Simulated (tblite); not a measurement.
Isomers of C8H13PS. Calculated harmonic vibrations of the isolated species, GFN2-xTB (tblite), most abundant isotopes, no scaling. This tight-binding method is rough: wavenumbers can miss measured ones by several per cent, in bad cases by 10 to 20. Modes of hydrogen on phosphorus can be 10 to 20 % off. One conformer each.

Electronic energies: GFN2-xTB at the same geometries; isomer energies are rough at this level and their order can be wrong.

| SMILES | electronic energy, lowest = 0 (kcal/mol) |
| --- | --- |
| C=CC1=CCP(CSC)C1 | 32.1 |
| C=CC1=C(C)C[P@](C)(=S)C1 | 0.0 |
| C=C[C@@H]1CC[P@]1(=S)C1CC1 | 20.2 |
| CC(C)CPc1cccs1 | 11.4 |

Problem. How do GFN2-xTB zero-point energies change the relative energies?

Solution. 
```json
{"SMILES": "C=CC1=C(C)C[P@](C)(=S)C1", "ZPE (kcal/mol)": "115.8", "of it from modes above 1550 cm⁻¹": "60.7", "electronic (kcal/mol)": "0.0", "with ZPE, lowest = 0 (kcal/mol)": "0.0", "lowest mode (cm⁻¹)": "54", "rings": "1"}
{"SMILES": "CC(C)CPc1cccs1", "ZPE (kcal/mol)": "116.5", "of it from modes above 1550 cm⁻¹": "55.1", "electronic (kcal/mol)": "11.4", "with ZPE, lowest = 0 (kcal/mol)": "12.1", "lowest mode (cm⁻¹)": "27", "rings": "1"}
{"SMILES": "C=C[C@@H]1CC[P@]1(=S)C1CC1", "ZPE (kcal/mol)": "117.4", "of it from modes above 1550 cm⁻¹": "58.9", "electronic (kcal/mol)": "20.2", "with ZPE, lowest = 0 (kcal/mol)": "21.9", "lowest mode (cm⁻¹)": "31", "rings": "2"}
{"SMILES": "C=CC1=CCP(CSC)C1", "ZPE (kcal/mol)": "115.4", "of it from modes above 1550 cm⁻¹": "60.6", "electronic (kcal/mol)": "32.1", "with ZPE, lowest = 0 (kcal/mol)": "31.7", "lowest mode (cm⁻¹)": "32", "rings": "1"}
```

The zero-point energies span 2.0 kcal/mol, from `C=CC1=CCP(CSC)C1` to `C=C[C@@H]1CC[P@]1(=S)C1CC1`. The order is unchanged.

Problem. What do entropy and thermal enthalpy add at 298.15 K and 1 bar (rigid rotor, harmonic oscillator, one conformer each)?

Solution. 
```json
{"SMILES": "C=CC1=C(C)C[P@](C)(=S)C1", "point group": "C1", "symmetry number": "1", "S (cal/(mol K))": "110.8", "H − H(0) (kcal/mol)": "8.48", "ZPE + H − H(0) − TS (kcal/mol)": "91.2"}
{"SMILES": "CC(C)CPc1cccs1", "point group": "C1", "symmetry number": "1", "S (cal/(mol K))": "109.9", "H − H(0) (kcal/mol)": "8.00", "ZPE + H − H(0) − TS (kcal/mol)": "91.7"}
{"SMILES": "C=C[C@@H]1CC[P@]1(=S)C1CC1", "point group": "C1", "symmetry number": "1", "S (cal/(mol K))": "109.1", "H − H(0) (kcal/mol)": "7.96", "ZPE + H − H(0) − TS (kcal/mol)": "92.8"}
{"SMILES": "C=CC1=CCP(CSC)C1", "point group": "C1", "symmetry number": "1", "S (cal/(mol K))": "111.1", "H − H(0) (kcal/mol)": "8.32", "ZPE + H − H(0) − TS (kcal/mol)": "90.6"}
```
